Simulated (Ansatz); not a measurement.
Relaxation of C2H3GeS (7 atoms, charge 1, multiplicity 1), to a largest force component of 0.02 eV/Å in at most 50 steps.

Level of theory: RKS LDA/def2-SVP in Ansatz.

```xyz
7
Properties=species:S:1:pos:R:3
Ge -0.180 1.019 -0.317
C 0.241 -0.816 0.267
C 1.201 -1.761 0.671
S -0.407 -2.325 0.589
H -0.906 0.749 -1.593
H -0.038 0.229 0.133
H 1.142 1.683 -0.401
```

Q: Where does it end, and by what steps?

A: The run converged. Limits of this set-up: the dipole of an ion depends on the origin. After 30 steps the energy has fallen by 14.007 eV; H6 moved furthest, 1.73 Å. The start is strongly strained (largest force component 41 eV/Å), so its close contacts needn't be bonds. Parted: Ge1–H6. Joined: Ge1–S4.

| step | energy less start (eV) | largest force component (eV/Å) | accepted |
| --- | --- | --- | --- |
| 0 | 0.0000 | 41.175 | yes |
| 2 | -9.7491 | 4.981 | yes |
| 4 | -11.1364 | 1.057 | yes |
| 6 | -11.6912 | 0.605 | yes |
| 8 | -12.4269 | 1.330 | yes |
| 10 | -12.9091 | 1.465 | yes |
| 12 | -13.0249 | 0.429 | yes |
| 14 | -13.0929 | 0.394 | yes |
| 16 | -13.2282 | 0.829 | yes |
| 18 | -13.4398 | 1.360 | yes |
| 20 | -13.7312 | 0.703 | yes |
| 22 | -13.8490 | 0.435 | yes |
| 24 | -13.9905 | 0.500 | yes |
| 26 | -14.0030 | 0.201 | yes |
| 28 | -14.0060 | 0.079 | yes |
| 30 | -14.0071 | 0.012 | yes |

```xyz
7
Properties=species:S:1:pos:R:3
Ge 0.164 0.556 -0.849
C 0.018 -0.408 0.857
C 0.966 -1.397 1.000
S 0.369 -1.757 -0.626
H -1.133 1.135 -1.427
H -0.915 -0.418 1.475
H 1.584 1.066 -1.080
```

Whether the end is a true minimum wasn't checked by a vibrational analysis.

The run took 35 s on 2 threads of Arm Neoverse V1, with other jobs on the host, peak memory 0.13 GiB.
